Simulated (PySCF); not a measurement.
AlB2GeH5 (calculated)

All values are calculated (PySCF 2.14.0). Calculation on a computer-drawn molecule: optimised geometry and harmonic frequencies of an isolated molecule of the commonest isotopes, restricted reference for singlets and unrestricted otherwise, frozen core in MP2; on germanium a core potential holds 10 electrons, which the energies leave out, and 3d is frozen in MP2 and coupled-cluster steps.

## AlB2GeH5

Start structure:
```xyz
9
AlB2GeH5
B     -1.9824     1.0290     1.4305
Ge    -1.1808    -0.4845     2.4150
B     -2.0661    -2.0793     2.3844
Al    -3.4182    -0.9572     3.6253
H     -3.1528     1.1590     1.6417
H     -1.3893     1.7707     0.7510
H     -1.8660    -3.1971     2.3857
H     -3.5234    -1.0733     5.1481
H     -4.7490    -0.3681     3.0838
```

* charge: 0
* multiplicity: 1
* method: HF
* basis: cc-pV(D+d)Z
* basis and core potential on germanium: cc-pVDZ-PP ECP10MDF
* rotational constants: 7.467, 1.453, 1.309 GHz
* total energy: -587.4825 hartree
* convergence status largest gradient component: 2.965e-05 hartree/bohr

Drawn bonds:
```
atom  other atom  order
   1           2      1
   2           3      1
   3           4      1
   1           5      1
   1           6      1
   3           7      1
   4           8      1
   4           9      1
```

Optimised structure:
```xyz
9
AlB2GeH5
B     -1.6598     1.0929     1.1057
Ge    -0.7637    -0.0115     2.5805
B     -2.1939    -1.4385     2.7200
Al    -3.8840    -1.4496     4.0352
H     -2.3883     2.0052     1.3878
H     -1.3898     0.9068    -0.0490
H     -1.9888    -2.4132     2.0363
H     -3.7630    -1.9384     5.5384
H     -5.2967    -0.9546     3.5105
```

Modes:
```
frequency (cm⁻¹)  reduced mass (dalton)
           75.33                  3.342
           101.9                  2.666
           114.9                  1.559
           174.7                  1.866
           352.4                  1.272
           409.5                  1.301
           425.5                  1.858
           513.7                  1.281
             540                  4.099
           578.7                  1.281
           659.2                  2.273
           709.9                  1.364
           790.4                  1.622
           841.8                  1.131
           919.5                  1.329
            1218                  1.147
            1963                  1.054
            1969                   1.03
            2648                  1.087
            2663                  1.052
            2751                  1.125
```
